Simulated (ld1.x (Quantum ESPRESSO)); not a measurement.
**How hard is this Te TM potential?**

ld1.x (Quantum ESPRESSO) 7.5 input, shortened:

```
&input
   title='Te', zed=52., rel=1, dft='PZ', iswitch=3,
   config='[Kr] 4d10 5s1.5 5p4.5'
 /
 &inputp
   pseudotype=2, tm=.true., lloc=2,
   nlcc=.true., rcore=1.10
 /
3
5S  1  0   1.50   0.00  1.95  1.95  0.0
5P  2  1   4.50   0.00  1.50  1.50  0.0
4D  3  2  10.00   0.00  1.40  1.40  0.0
 &test
   configts(1)='4d10 5s1.5 5p4.5'
 /
```

The pseudo-atom Hamiltonian at the reference potential is diagonalised in spherical Bessel functions j_l(qr) that vanish at 20 bohr, with q² up to the cutoff. All-electron valence levels (Ry): 5s -1.1573, 5p -0.4698, 4d -3.1141.

**Question.** How do the lowest levels (Ry) of each channel move with the cutoff, and are there ghosts?

**Answer.**

| cutoff (Ry) | s #1 | s #2 | s #3 | p #1 | p #2 | p #3 | d #1 | f #1 | Σ f·Δε (mRy) |
| --- | --- | --- | --- | --- | --- | --- | --- | --- | --- |
| 8 | -1.6882 | -1.0278 | -0.0259 | -0.4305 | 0.0301 | 0.1234 | -0.1493 | 0.1143 | 30019.7 |
| 12 | -4.9841 | -1.1450 | -0.0382 | -0.4778 | 0.0280 | 0.1195 | -0.4627 | 0.1142 | 26569.2 |
| 21 | -11.2081 | -1.1496 | -0.0391 | -0.5516 | 0.0249 | 0.1141 | -1.2928 | 0.1142 | 18593.7 |
| 30 | -13.7865 | -1.1555 | -0.0391 | -0.6524 | 0.0195 | 0.1055 | -1.9462 | 0.1142 | 12504.1 |
| 45 | -15.2722 | -1.1570 | -0.0392 | -2.3181 | -0.4294 | 0.0289 | -2.7247 | 0.1142 | 4076.4 |
| 55 | -15.4733 | -1.1572 | -0.0393 | -2.9362 | -0.4567 | 0.0281 | -2.9682 | 0.1142 | 1517.9 |
| 70 | -15.5224 | -1.1573 | -0.0393 | -3.2542 | -0.4641 | 0.0279 | -3.0839 | 0.1142 | 328.0 |
| 100 | -15.5263 | -1.1573 | -0.0394 | -3.3487 | -0.4673 | 0.0278 | -3.1136 | 0.1142 | 16.9 |
| 120 | -15.5279 | -1.1573 | -0.0394 | -3.3583 | -0.4691 | 0.0277 | -3.1139 | 0.1142 | 6.1 |
| 180 | -15.5295 | -1.1573 | -0.0394 | -3.3615 | -0.4697 | 0.0277 | -3.1141 | 0.1142 | 0.9 |
| 230 | -15.5295 | -1.1573 | -0.0394 | -3.3625 | -0.4698 | 0.0277 | -3.1141 | 0.1142 | 0.2 |
| 400 | -15.5295 | -1.1573 | -0.0394 | -3.3627 | -0.4698 | 0.0277 | -3.1141 | 0.1142 | 0.0 |

Result: ghost states, extra bound levels that the all-electron valence spectrum of the same l lacks: s at -211.3 eV, p at -45.8 eV (a true bound ghost makes a file unfit for plane-wave use); 10 mRy is reached at 110 Ry and 1 mRy at 180 Ry.

Its largest configuration-test error is -414 meV.
